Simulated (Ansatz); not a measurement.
Cl2I2Ti, SMILES `[Cl][Ti]([Cl])([I])[I]`, relaxed with RKS PBE-D4/def2-SVP in the Gaussian-basis code of Ansatz from a rough embedded geometry. The force threshold is 0.03 eV/Å; the program also tests the step.

The species carries charge 0 and has multiplicity 1. I takes the def2 core potential.

Start:

```xyz
5

Cl    1.426    0.371    1.898
Ti    0.012    0.052    0.059
Cl   -1.649    1.659    0.139
I     1.327    0.336   -2.232
I    -1.116   -2.418    0.136
```

```
step  energy (eV)  largest force (eV/Å)  largest move (Å)
   1  -64341.6773                 1.944             0.000
   2  -64342.2063                 0.367             0.196
   3  -64342.2196                 0.065             0.050
   4  -64342.2202                 0.009             0.009
```

End:

```xyz
5

Cl    1.342    0.319    1.751
Ti   -0.009    0.070    0.071
Cl   -1.584    1.561    0.141
I     1.292    0.311   -2.110
I    -1.041   -2.261    0.147
```

Run time 8 s (4 threads of an Intel Xeon Platinum 8259CL on a shared host); peak host memory 0.24 GiB.
